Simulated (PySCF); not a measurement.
Ti(F)3(OH) (F₃HOTi), SMILES [F][Ti]([F])([OH])[F], multiplicity 1.

Geometry: PBE0-D3(BJ)/def2-SVP. A frequency run showed that this geometry is not a minimum. The multiplicity is an assumed one; no other spin state was optimised. The structure was generated by enumeration; whether it is a known compound was not checked. One conformer was computed; it need not be the lowest.

Two levels are set side by side: PBE/def2-TZVP (PySCF) and PBE0/def2-TZVP (PySCF). Same geometry, gas phase. Differences are taken from unrounded values.

```csv
quantity,PBE0,PBE,PBE minus PBE0
orbital gap (eV),8.43,5.68,-2.75
highest occupied level (eV),-10.66,-8.83,1.82
lowest empty level (eV),-2.22,-3.15,-0.93
dipole moment (D),2.89,2.79,-0.10
mean polarisability (bohr³),33.5,35.9,2.3
```

Without exact exchange PBE keeps part of each electron's self-repulsion, which lifts occupied levels and narrows the gap. Loosely held outer electrons make PBE densities more polarisable. Differences between two approximate levels are no errors against the true value.

Rough cost on one machine, each run with all the roots and properties that it gave: PBE0 against PBE within a factor of 2.
